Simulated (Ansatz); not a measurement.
Cu2Br⁺ was relaxed with PBE0-D4 (def2-TZVP) in Ansatz in these states: charge +1 quintet, charge +1 singlet, charge +1 triplet. The geometries follow in no particular order.

A:

```xyz
3

Cu    0.685   -0.042    1.751
Cu   -0.361    0.891   -1.616
Br   -0.324   -0.849   -0.134
```

B:

```xyz
3

Cu   -1.299   -1.589    0.336
Cu    0.762    1.576   -1.123
Br    0.536    0.013    0.787
```

C:

Cartesian coordinates in Å:
```
Cu -1.414 1.179 -0.828
Cu 0.606 -1.569 1.000
Br 0.807 0.390 -0.172
```

Problem. Judge from the bond lengths which geometry belongs to which state (an estimate).

Solution. A is the charge +1 singlet (Cu2–Br3 2.285 Å, Cu1–Br3 2.285 Å); B is the charge +1 quintet (Cu2–Br3 2.478 Å, Cu1–Br3 2.478 Å); C is the charge +1 triplet (Cu2–Br3 2.291 Å, Cu1–Br3 2.447 Å).

At PBE0-D4/def2-TZVP a singlet lies 5.92 eV below the charge +1 quintet. At PBE0-D4/def2-TZVP a singlet lies 2.90 eV below the charge +1 triplet. These are the stationary points nearest to one start from a short search; other shapes may lie lower in each state.
